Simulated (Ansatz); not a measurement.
Cost and result up the ladder for Cd₇Te₇ (14 atoms). Charge 0, multiplicity 1. Geometry: PBE-D4/def2-SVP.

```xyz
14

Te   -2.9505   -2.5538   -0.8518
Te    2.4865    3.5168   -1.6107
Te   -0.0337   -0.2311   -3.3140
Te   -2.1257    2.2656    0.5818
Te   -1.6904   -1.1476    3.8263
Te    2.1880   -0.4207    1.0960
Te    1.3064   -3.2802    0.4684
Cd   -0.0243    3.3217   -0.7079
Cd   -1.9831    0.0588   -1.1844
Cd   -1.3475   -2.5815    1.5271
Cd    1.7905    0.7293   -1.4794
Cd    2.9851    2.4197    1.2865
Cd   -0.2224   -2.5745   -1.7383
Cd   -0.3790    0.4775    2.1004
```

Ansatz on 2 threads of AMD EPYC 7R13 on a shared host and a share (18 GiB) of an NVIDIA H100 80GB HBM3. Times are rough, and most runs start from the orbitals of an earlier one. No level here is sound enough to serve as a yardstick. Binding counts from free atoms at the same level (Te triplet, Cd singlet; other spins of the atoms weren't run), without zero-point energy or a counterpoise term.

In the def2 sets Cd, Te take a core potential; there is no spin–orbit coupling. Correlated methods freeze 28 core orbitals; core or outer-core shells of Te, Cd are correlated, in sets that lack core-valence functions. The rows differ in basis, and correlated rows in double-zeta sets carry the largest basis error. Single mean-field runs in def2-TZVP are fitted with def2-universal-jkfit.

Run but left out: HF/STO-3G (restricted singlet, unstable in another Hartree–Fock run and untested here).

Correlated methods converge slowly with the basis, most of all in double-zeta sets.

```json
{"level": "PBE0-D4/def2-TZVP", "functions": "630", "binding energy per atom (eV)": "1.74", "remarks": "restricted SCF unstable in HF"}
{"level": "PBE-D4/def2-TZVP (with forces)", "functions": "630", "binding energy per atom (eV)": "1.75", "remarks": "restricted SCF unstable in HF"}
{"level": "r2SCAN-D4/def2-TZVP", "functions": "630", "binding energy per atom (eV)": "1.72", "remarks": "restricted SCF unstable in HF"}
{"level": "RPA@PBE/def2-SVP", "functions": "399", "binding energy per atom (eV)": "1.31", "remarks": "–"}
{"level": "r2SCAN0-D4/def2-TZVP (with forces)", "functions": "630", "binding energy per atom (eV)": "1.68", "remarks": "restricted SCF unstable in HF"}
{"level": "PBE0-D4/def2-SVP", "functions": "399", "binding energy per atom (eV)": "1.73", "remarks": "restricted SCF unstable in HF"}
{"level": "B97M-V/def2-TZVP", "functions": "630", "binding energy per atom (eV)": "1.55", "remarks": "restricted SCF unstable in HF"}
{"level": "PBE-D4/def2-SVP", "functions": "399", "binding energy per atom (eV)": "1.75", "remarks": "–"}
{"level": "r2SCANh-D4/def2-TZVP", "functions": "630", "binding energy per atom (eV)": "1.70", "remarks": "restricted SCF unstable in HF"}
{"level": "MP2/def2-SVP", "functions": "399", "binding energy per atom (eV)": "1.63", "remarks": "restricted SCF unstable"}
```

Q: Estimate how long each takes.

A: PBE-D4/def2-SVP 4.3 s; PBE0-D4/def2-SVP 7.5 s; r2SCAN-D4/def2-TZVP 7.5 s; MP2/def2-SVP 9 s; PBE-D4/def2-TZVP (with forces) 9.1 s; PBE0-D4/def2-TZVP 9.5 s; r2SCANh-D4/def2-TZVP 11 s; RPA@PBE/def2-SVP 13 s; r2SCAN0-D4/def2-TZVP (with forces) 13 s; B97M-V/def2-TZVP 14 s. On shared hardware such times vary by a factor of up to 3.
